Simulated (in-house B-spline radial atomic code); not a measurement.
RPA and G0W0 for F-, [He] 2s2 2p6, as one setting changes: the share of exact exchange in the PBE hybrid start. A dash marks a level of low quasi-particle weight. Computed with an all-electron radial atomic-structure program (B-spline basis): all electrons, non-relativistic, point nucleus, each spin shell either full or empty, empty states to l = 9 with an (l + 1/2)⁻⁴ tail; G0W0 by contour deformation at full frequency.

| share of exact exchange in the PBE hybrid start | mean-field level (eV) | G0W0 level (eV) | RPA correlation (Eh) |
| --- | --- | --- | --- |
| 0.5 | -1.944 | - | -0.55448 |
| 0.6 | ? | ? | ? |
| 0.7 | -3.424 | 2p -3.291 | -0.53307 |
| 0.8 | -4.189 | 2p -3.340 | -0.52327 |
| 0.9 | ? | ? | ? |
| 1 | -5.762 | 2p -3.374 | -0.50515 |

Task: What belongs in the row for 0.9?

Result: mean-field level (eV): -4.969; G0W0 level (eV): 2p -3.366; RPA correlation (Eh): -0.51398.

Task: What belongs in the row for 0.6?

Result: mean-field level (eV): -2.675; G0W0 level (eV): 2p -3.209; RPA correlation (Eh): -0.54345.

Task: At what share of exact exchange does G0W0 leave the highest level unchanged?

Result: Near 0.68, where the shift changes sign (-0.534 eV at 0.6, +0.133 eV at 0.7).
